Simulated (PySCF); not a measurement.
An element was calculated at PBE0 (PySCF 2.14, spin-free X2C, a triple-zeta basis, no spin-orbit coupling), in the ground configurations that NIST lists.

| Quantity | Value |
| --- | --- |
| first ionisation energy | 5.401 eV |
| second ionisation energy | 13.891 eV |
| third ionisation energy | 20.961 eV |

Task: Which element is it?

Result: Lutetium (Lu, Z = 71), in x2c-TZVPPall. NIST lists 5.426, 14.13 ± 0.05, 20.959 eV for these ionisation energies.
